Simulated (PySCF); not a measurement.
Isomers of C2H5N3Si and their computed core-level spectra.

Theory: PySCF, delta-SCF UKS SCAN, pcX-2 on the ionised atom, pcseg-1 elsewhere, spin-free X2C. Geometries: GFN2-xTB; isolated species, one conformer each.

Line lists (1s up to Mg, 2p3/2 beyond; areas count atoms within a level, one atom standing for each set equivalent by bonding):
1. C 1s: 291.77 (area 1), 292.26 (area 1) eV; N 1s: 405.03 (area 1), 405.13 (area 1), 407.15 (area 1) eV; Si 2p3/2: 107.25 eV
2. C 1s: 291.13 (area 1), 291.66 (area 1) eV; N 1s: 405.37 (area 1), 406.08 (area 1), 406.65 (area 1) eV; Si 2p3/2: 107.96 eV
3. C 1s: 291.15 (area 1), 291.39 (area 1) eV; N 1s: 405.48 (area 1), 406.23 (area 1), 407.48 (area 1) eV; Si 2p3/2: 107.40 eV

Structures:
A. `[SiH3]n1ccnn1`
B. `c1nnc([SiH3])[nH]1`
C. `[SiH3]c1[nH]nnc1`

Task: Match each list to its structure.

Result: 
- 1 = B: another candidate has the same counts of sites, so positions decide. C 1s: 291.77 substituted aromatic carbon, 292.26 aromatic CH next to a ring nitrogen; N 1s: 405.03 pyridine-type nitrogen, 405.13 pyridine-type nitrogen, 407.15 pyrrole-type nitrogen; Si 2p3/2: 107.25 SiH3 silicon.
- 2 = A: another candidate has the same counts of sites, so positions decide. C 1s: 291.13 aromatic CH next to a ring nitrogen, 291.66 aromatic CH next to a ring nitrogen; N 1s: 405.37 pyridine-type nitrogen, 406.08 pyridine-type nitrogen, 406.65 pyrrole-type nitrogen; Si 2p3/2: 107.96 SiH3 silicon.
- 3 = C: another candidate has the same counts of sites, so positions decide. C 1s: 291.15 aromatic CH next to a ring nitrogen, 291.39 substituted aromatic carbon; N 1s: 405.48 pyridine-type nitrogen, 406.23 pyridine-type nitrogen, 407.48 pyrrole-type nitrogen; Si 2p3/2: 107.40 SiH3 silicon.

2p3/2 and 2p1/2 are the ΔSCF energy of one spin-free 2p hole plus the eigenvalues of a spin–orbit and ligand-field matrix of the shell.
